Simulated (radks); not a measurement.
Question: The mean radii <r> (bohr) of the occupied orbitals of an atom or ion are listed with their occupations. Calculated with a radial shooting solver on a logarithmic mesh with Libxc functionals: scalar-relativistic Kohn-Sham, PBEsol, spin-polarised, spherical densities, finite nucleus; Fermi nuclear charge, rms radius of each element as measured or else 0.836 A^(1/3) + 0.57 fm.

orbital  occ.      <r>
1s down     1  0.02458
1s up       1  0.02458
2s up       1   0.1053
2s down     1   0.1053
2p up       3  0.09238
2p down     3  0.09238
3s up       1   0.2788
3s down     1   0.2788
3p up       3   0.2768
3p down     3   0.2768
3d up       5   0.2537
3d down     5   0.2536
4s up       1   0.6375
4s down     1   0.6375
4p up       3   0.6751
4p down     3   0.6750
4d up       5   0.7446
4d down     5   0.7445
5s up       1    1.517
5s down     1    1.517
5p up       3    1.760
5p down     3    1.760
4f up       1    1.104
6s up       1    4.269
6s down     1    4.403
5d up       1    2.906

Name the element and its charge. Open shells, if any, are filled with parallel spins first.

Answer: Z = 58, cerium, charge 0: Ce in [Xe] 4f1 5d1 6s2. The 1s radius gives Z: for a bare nucleus <r> = (2 gamma + 1)/(2Z) with gamma = sqrt(1 - (Z/c)^2), 0.02424 bohr for Z = 58, and screening makes it slightly larger (0.02458 here). The occupations add up to 58, and the charge is Z minus that.
